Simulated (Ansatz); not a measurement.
Program: Ansatz. Geometries: PBE0-D4/def2-TZVP. ΔE: electronic, gas phase. CBS: MP2 limit from def2 TZ/QZ plus the TZ coupled-cluster correction, frozen cores. This one scheme is used for every species. DFT in def2-TZVPP. Elements past krypton have def2 core potentials. For In outer-core shells are correlated without core-valence functions, which leaves a few kJ/mol of doubt a bond. Each species was taken in one conformer, which may not be the lowest.

`[NH2][In]([SH])[O][SiH3]` + `F[Si]F` → `[F][In]([SH])[O][SiH3]` + `N[Si]F`  (redistribution)

```tsv
level	ΔE (kJ/mol)
PBE-D4	21.4
r2SCAN-D4	20.1
ωB97M-V	28.1
LC-ωPBE	20.0
CCSD/def2-TZVPP	32.5
HF/def2-QZVPP	18.2
MP2/def2-QZVPP	34.9
HF/CBS(def2)	18.2
```

(1) What does CCSD(T)/CBS give? (An estimate is asked.)

Largest T1 diagnostic among the species: 0.015.

## Answers

(1) Computed: +31.5 kJ/mol. The listed levels differ from it by -10.1, -11.4, -3.4, -11.5, 1.0, -13.3, 3.4, -13.3 kJ/mol.

At CCSD(T), def2-SVP lies −21.0 kJ/mol from the extrapolated value and def2-TZVPP +1.8 kJ/mol. Leaving LDA and LC-ωPBE aside and taking each functional with its dispersion term where it has one, the values, not all of them listed here, spread over 9.8 kJ/mol, from revPBE-D4 to ωB97M-V. LDA lies +8.4 kJ/mol from PBE without D4. In def2-TZVPP, CCSD(T) changes the Hartree–Fock value by +15.2 kJ/mol (the triples alone add +0.9 kJ/mol) and MP2 by +17.8 kJ/mol.
